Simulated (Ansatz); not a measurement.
Species: sum formula TaO2Cl, charge 1, multiplicity 2. The spin state was set by rule; other spins were not relaxed. SMILES of the parent species: [O]=[Ta](=[O])[Cl]
Coordinates optimised at B3LYP-D3(BJ)/def2-TZVP (Ansatz, a program for electronic structure):
```xyz
4

Ta     0.1886     0.0717     0.2580
O      1.4159    -0.9496    -0.4935
O     -0.6140    -1.2683     1.0792
Cl    -1.1873     0.7356    -1.3834
```
Charge +1, spin multiplicity 2.

Q: Give the harmonic wavenumbers at B3LYP-D3(BJ)/def2-TZVP (Ansatz, finite differences of forces, unscaled).

A: 186, 188, 239, 285, 443, 928 cm⁻¹. Zero-point energy 3.2 kcal/mol.

Q: From these and the geometry, give the ideal-gas thermochemistry at 298.15 K and 1 atm (rigid rotor, harmonic oscillator).

A: Point group Cs, rotational symmetry number 1. Rotational constants 6.189, 2.486, 2.209 GHz. S(trans) 42.43, S(rot) 26.65, S(vib) 8.78, S(elec, spin only) 1.38, S 79.2 cal/(mol K). H(298) - H(0) 3.89 kcal/mol; G - E(el) -16.5 kcal/mol.
